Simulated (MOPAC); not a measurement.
Job for MOPAC: AM1 on LiF+, 2S+1 = 2, a spin state set in the input, which need not be the lowest, a point of a bond scan (R = 1.952 Å). Charge +1.

```
AM1 1SCF PRECISE CHARGE=1 UHF MS=0.5 THREADS=1
FLi

Li     0.00000000 1     0.00000000 1     0.00000000 1
F      0.00000000 1     0.00000000 1     1.95174300 1
```

Output:

```
*******************************************************************************
 **                                                                           **
 **                              MOPAC v23.2.5                                **
 **                                                                           **
 *******************************************************************************
 ** MOPAC's Digital Object Identifier: https://doi.org/10.5281/zenodo.6511958 **
 **                                                                           **
 ** Please cite the open-source release paper for use of this MOPAC version:  **
 ** J. E. Moussa and J. J. P. Stewart (2026)                                  **
 ** MOPAC: An open-source semiempirical molecular orbital program             **
 ** J. Open Source Softw., 11(119), 8025, https://doi.org/10.21105/joss.08025 **
 *******************************************************************************

                              AM1 CALCULATION RESULTS

 *******************************************************************************
 *  AM1        - The AM1 Hamiltonian to be used
 *  UHF        - UNRESTRICTED HARTREE-FOCK CALCULATION
 *
 *
 *
 *                 CHARGE ON SYSTEM = +1
 *
 *
 *
 *  MS=        - IN MECI, MAGNETIC COMPONENT OF SPIN =  0.5
 *  PRECISE    - TIGHTER CRITERIA TO BE USED
 *  1SCF       - DO 1 SCF AND THEN STOP
 *  THREADS=1  - MULTI-THREADING NOT USED
 *  T=         - A TIME OF 172800.0 SECONDS REQUESTED
 *  DUMP=N     - RESTART FILE WRITTEN EVERY 7200.0 SECONDS REQUESTED
 *******************************************************************************
AM1 1SCF PRECISE CHARGE=1 UHF MS=0.5 THREADS=1
 FLi

   ATOM   CHEMICAL          X               Y               Z
  NUMBER   SYMBOL      (ANGSTROMS)     (ANGSTROMS)     (ANGSTROMS)

     1      Li          0.00000000  *   0.00000000  *   0.00000000  *
     2       F          0.00000000  *   0.00000000  *   1.95174300  *



          CARTESIAN COORDINATES

    NO.       ATOM           X           Y           Z

     1        Li          0.0000      0.0000      0.0000
     2         F          0.0000      0.0000      1.9517

 Li: (AM1): J. J. P. STEWART, J. MOL. MOD., 10, 155-164 (2004)
  F: (AM1): M.J.S. DEWAR AND E. G. ZOEBISCH, THEOCHEM, 180, 1 (1988).

           Empirical Formula: Li F  =     2 atoms



      MOLECULAR POINT GROUP   :   C*v


          UHF CALCULATION, NO. OF ALPHA ELECTRONS =    4
                           NO. OF BETA  ELECTRONS =    3

 -------------------------------------------------------------------------------
 AM1 1SCF PRECISE CHARGE=1 UHF MS=0.5 THREADS=1
 FLi



     1SCF WAS SPECIFIED, SO BFGS WAS NOT USED
     SCF FIELD WAS ACHIEVED


                              AM1 CALCULATION
                                                       MOPAC v23.2.5 Linux




          FINAL HEAT OF FORMATION =        143.17130 KCAL/MOL =     599.02873 KJ/MOL


          COSMO AREA              =         70.96 SQUARE ANGSTROMS
          COSMO VOLUME            =         52.97 CUBIC ANGSTROMS

          IONIZATION POTENTIAL    =         21.405969 EV
          ALPHA SOMO LUMO (EV)    =        -22.341 -4.193
          BETA  SOMO LUMO (EV)    =        -21.406 -7.636
          NO. OF ALPHA ELECTRONS  =          4
          NO. OF BETA  ELECTRONS  =          3
          MOLECULAR WEIGHT        =         25.9384         POINT GROUP:  C*v

          MOLECULAR DIMENSIONS (Angstroms)

            Atom       Atom       Distance
            F     2   Li     1     1.95174
            F     2   Li     1     0.00000
           Li     1    F     2     0.00000


          SCF CALCULATIONS        =          1





   ATOM   CHEMICAL          X               Y               Z
  NUMBER   SYMBOL      (ANGSTROMS)     (ANGSTROMS)     (ANGSTROMS)

     1      Li          0.00000000  *   0.00000000  *   0.00000000  *
     2       F          0.00000000  *   0.00000000  *   1.95174300  *

                             CARTESIAN COORDINATES

   1   Li        0.000000000     0.000000000     0.000000000
   2    F        0.000000000     0.000000000     1.951743000


           Empirical Formula: Li F  =     2 atoms



      MOLECULAR POINT GROUP   :   C*v


          ALPHA EIGENVALUES
 -55.46635 -24.12896 -22.64436 -22.34106  -4.19267  -2.33017  -2.30528  -1.88613


           BETA EIGENVALUES
 -50.73434 -21.70121 -21.40597  -7.63650  -4.15299  -2.31869  -2.09442  -1.72175


              NET ATOMIC CHARGES AND DIPOLE CONTRIBUTIONS

  ATOM NO.   TYPE          CHARGE      No. of ELECS.   s-Pop       p-Pop
    1         Li           0.842592        0.1574     0.04649     0.11092
    2          F           0.157408        6.8426     1.93725     4.90534
 DIPOLE           X         Y         Z       TOTAL
 POINT-CHG.     0.000     0.000    -5.391     5.391
 HYBRID        -0.000    -0.000    -0.701     0.701
 SUM           -0.000    -0.000    -6.092     6.092


          ATOMIC ORBITAL ELECTRON POPULATIONS

     Atom    s        px        py        pz
    1 Li   0.04649   0.01419   0.00526   0.09147
    2  F   1.93725   1.98581   0.99474   1.92480


                    (SZ)    =    0.500000
                    (S**2)  =    0.750554


          ATOMIC ORBITAL SPIN POPULATIONS

    Atom   Total    s     px     py     pz
         Atomic
    1 Li -0.0069 -0.004 -0.001  0.005 -0.007
    2  F  1.0069  0.007  0.001  0.995  0.005

 **********************
 *                    *
 * JOB ENDED NORMALLY *
 *                    *
 **********************




 == MOPAC DONE ==
```

The run finished.

Cost: roughly 0.020 core-seconds.
